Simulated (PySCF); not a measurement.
Fill in the blanks.

Species: C5H9ClSi2.
Cartesian coordinates in Å at the PBE0-D3(BJ)/def2-SVP level; atoms count from 1:
```xyz
17
C5H9ClSi2 angstrom
Cl    -3.067    2.339   -0.216
C     -3.789    0.776    0.280
Si    -2.413   -0.525    0.450
C     -1.195    0.066    1.738
C     -0.004    0.621    1.442
Si     0.662    0.830   -0.298
C     -0.375   -0.164   -1.503
C     -1.566   -0.716   -1.205
H     -4.530    0.490   -0.481
H     -4.322    0.936    1.229
H     -3.074   -1.801    0.873
H     -1.488   -0.011    2.795
H      0.627    0.975    2.271
H      0.678    2.275   -0.686
H      2.081    0.353   -0.349
H      0.025   -0.304   -2.518
H     -2.091   -1.283   -1.989
```

| property | level | value |
| --- | --- | --- |
| point group | PBE0-D3(BJ)/def2-SVP | Cs |
| rotational constants A, B, C | PBE0-D3(BJ)/def2-SVP | 1.617, 0.923, 0.870 GHz |
| dipole moment | CAM-B3LYP/def2-SVPD | ? |
| HOMO energy | CAM-B3LYP/def2-SVPD | ? |
| LUMO energy | CAM-B3LYP/def2-SVPD | ? |
| lowest singlet excitation | TDDFT CAM-B3LYP/def2-SVPD | 5.60 eV (221 nm, f = 0.001) |
| strongest line among the 10 lowest singlet transitions | TDDFT CAM-B3LYP/def2-SVPD | ? |
| lowest triplet excitation (Tamm–Dancoff) | TDA CAM-B3LYP/def2-SVPD | ? |
| static isotropic polarisability | CAM-B3LYP/def2-SVPD | 119.6 au |
| vertical ionisation energy | ΔSCF CAM-B3LYP/def2-SVPD | 9.70 eV |
| electronic spatial extent ⟨r²⟩ about the centre of nuclear charge | CAM-B3LYP/def2-SVPD | 1586 bohr² |
| 13C chemical shifts (computed TMS as zero) by class | GIAO B97-2/pcSseg-1 | ? |
| 1H chemical shifts (computed TMS as zero) by class | GIAO B97-2/pcSseg-1 | 7.38 (H13/H16), 7.09 (H12/H17), 4.56 (H11), 4.50 (H14), 4.42 (H15), 2.86 (H9/H10) ppm |
| isotropic shieldings of nuclei other than C and H, by class | GIAO B97-2/pcSseg-1 | ? |

The electronic properties come from PySCF, for the isolated species, density fitting.

What is the lowest triplet excitation (Tamm–Dancoff)?

3.99 eV.

Give the HOMO energy.

-9.06 eV.

Give the strongest line among the 10 lowest singlet transitions.

S9 at 7.17 eV (173 nm, f = 0.390).

What is the dipole moment?

1.65 D.

The LUMO energy?

-0.04 eV.

The 13C chemical shifts (computed TMS as zero) by class?

155.6 (C5/C7), 148.9 (C4/C8), 34.0 (C2) ppm.

The isotropic shieldings of nuclei other than C and H, by class?

407 (Si3), 426 (Si6), 930 (Cl1) ppm.

The vertical singlet–triplet gap S1 − T1 is 1.61 eV (TDDFT singlet less Tamm–Dancoff triplet; S1: HOMO−1→LUMO, weight 0.45, beside HOMO−2→LUMO, weight 0.41; T1: HOMO→LUMO, weight 0.34, beside HOMO−1→LUMO+1, weight 0.24). With B = h/(8π²I), that is 505.379 GHz u Å² over I, the principal moments of inertia are 312.5, 547.7 and 580.9 u Å² (most abundant isotopes); the inertial defect Ic − Ia − Ib is -279.3 u Å² (zero for a rigid planar frame, negative otherwise). No computed singlet falls in the visible range (750 to 380 nm, 1.65 to 3.26 eV); S1 lies 2.34 eV above its blue end. The rotational constants make it an asymmetric top with κ = (2B − A − C)/(A − C) = -0.86, nearer the prolate limit (−1). The ΔSCF ionisation energy exceeds −ε(HOMO) by 0.64 eV with CAM-B3LYP.

One conformer stands for the species.
